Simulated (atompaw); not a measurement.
Which change was made? (Tb, PAW (atompaw))

```
Element                 : terbium
Generator               : atompaw 4.2.0.5
Type                    : PAW
Functional              : PBE
Relativity              : scalar-relativistic
Frozen core             : [Kr] 4d10 4f8
Valence charge          : 11
Reference configuration : 5s2 5p6 5d1 6s1 6p1
Partial waves           : 5s (bound); 6s (bound); 5p (bound); 6p (bound); 5d (bound); 5d channel at 0.95 Ry
Local potential         : bessel scheme, radius 2.70 bohr
Core correction         : smooth core density matched at 1.50 bohr
Augmentation charge     : sinc compensation charge, radius 2.90 bohr; PAW radius 3.00 bohr; waves and projectors: bloechl
```

Cutoffs, loose and tight: the cutoffs (Ry, on a coarse ladder) from which the occupation-weighted sum of valence levels, in a spherical-Bessel basis at the reference potential, stays within 10 and 1 mRy of its value at 400 Ry. They see the waves, projectors and local potential, not the compensation charge or the core.

The base gives: outcome: generated; cutoff, loose: 18 Ry; cutoff, tight: 25 Ry; bound ghosts: none.

Problem. After one change the result is: outcome: generated; cutoff, loose: 25 Ry; cutoff, tight: 30 Ry; bound ghosts: none. Which change was it?
A. core [Kr] 4d10, valence charge 19; reference 4f9 5s2 5p6 5d0 6s1 6p1; waves now 5s (bound); 6s (bound); 5p (bound); 6p (bound); 5d (bound); 5d channel at 1.7 Ry; 4f (bound); 4f channel at 0.55 Ry; local potential bessel scheme, radius 1.95 bohr; core correction smooth core density matched at 2.05 bohr; augmentation sinc compensation charge, radius 2.75 bohr; PAW radius 3.00 bohr; waves and projectors: bloechl
B. waves 5s (bound): rc 1.50 bohr; 6s (bound): rc 3.00 bohr; 5p (bound): rc 2.70 bohr; 6p (bound): rc 2.80 bohr; 5d (bound): rc 3.00 bohr; 5d channel at 0.95 Ry: rc 3.00 bohr; augmentation sinc compensation charge, radius 2.90 bohr; PAW radius 3.00 bohr; waves and projectors: custom rrkj gramschmidtortho
C. local potential bessel scheme, radius 1.46 bohr
D. local potential troulliermartins scheme with l = 3 at 0.5 Ry, radius 2.70 bohr

Solution. C. The others give: waves 5s (bound): rc 1.50 bohr; 6s (bound): rc 3.00 bohr; 5p (bound): rc 2.70 bohr; 6p (bound): rc 2.80 bohr; 5d (bound): rc 3.00 bohr; 5d channel at 0.95 Ry: rc 3.00 bohr; augmentation sinc compensation charge, radius 2.90 bohr; PAW radius 3.00 bohr; waves and projectors: custom rrkj gramschmidtortho → outcome: generated; cutoff, loose: 15 Ry; cutoff, tight: 30 Ry; bound ghosts: none | local potential troulliermartins scheme with l = 3 at 0.5 Ry, radius 2.70 bohr → outcome: generated, no UPF (negative core plus compensation charge); cutoff, loose: 50 Ry; cutoff, tight: 70 Ry; bound ghosts: none | core [Kr] 4d10, valence charge 19; reference 4f9 5s2 5p6 5d0 6s1 6p1; waves now 5s (bound); 6s (bound); 5p (bound); 6p (bound); 5d (bound); 5d channel at 1.7 Ry; 4f (bound); 4f channel at 0.55 Ry; local potential bessel scheme, radius 1.95 bohr; core correction smooth core density matched at 2.05 bohr; augmentation sinc compensation charge, radius 2.75 bohr; PAW radius 3.00 bohr; waves and projectors: bloechl → outcome: generated; cutoff, loose: 30 Ry; cutoff, tight: 35 Ry; bound ghosts: none.
